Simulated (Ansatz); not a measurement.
`OBC(F)[SiH3]` + H₂Te → `OB[TeH]` + `FC[SiH3]`  (ligand exchange at a B–C bond)

Gas-phase electronic energies from Ansatz, PBE0-D4/def2-TZVP geometries. CCSD(T)/CBS adds triple-zeta CCSD(T) − MP2 to the extrapolated MP2 energy (def2 sets, frozen cores). Functionals use def2-TZVPP. B3LYP here is the variant with VWN-RPA as its local correlation; programs differ in this. Elements past krypton have def2 core potentials. For Te outer-core shells are correlated without core-valence functions, which leaves a few kJ/mol of doubt a bond. One conformer a species, not always the lowest.

`OBC(F)[SiH3]`:

```xyz
11

O    -1.245    0.802    1.400
B    -0.730   -0.400    1.048
C     0.657   -0.405    0.328
F     1.160   -1.706    0.176
Si    0.568    0.397   -1.398
H    -2.109    0.743    1.814
H    -1.329   -1.420    1.250
H     1.392    0.174    0.905
H     0.254    1.840   -1.238
H     1.877    0.230   -2.078
H    -0.494   -0.255   -2.208
```

H₂Te:

Z-matrix (Å, degrees):
```
Te
H 1 1.656
H 1 1.656 2 90.4
```

`OB[TeH]`:

```xyz
6

O     0.787   -1.242   -0.661
B     0.254   -0.352    0.198
Te   -0.943    1.344   -0.434
H     0.611   -1.093   -1.593
H     0.452   -0.507    1.364
H    -1.161    1.850    1.125
```

`FC[SiH3]`:

Cartesian coordinates in Å:
```
F -1.715 0.789 -0.427
C -0.800 -0.257 -0.491
Si 0.782 0.192 0.452
H -0.587 -0.460 -1.545
H -1.272 -1.150 -0.068
H 1.717 -0.961 0.348
H 0.467 0.450 1.880
H 1.407 1.397 -0.149
```

```json
{"level": "B3LYP-D4", "ΔE (eV)": "-0.36"}
{"level": "SCS-MP2/def2-QZVPP", "ΔE (eV)": "-0.45"}
```

Question: What does CCSD(T)/CBS give? (Estimate.)

Answer: Ansatz gave: -0.42 eV. The listed levels differ from it by 0.06, -0.03 eV.

Largest T1 diagnostic among the species: 0.013.

In def2-TZVPP, CCSD(T) changes the Hartree–Fock value by −0.04 eV (the triples alone add −0.02 eV) and MP2 by −0.11 eV.
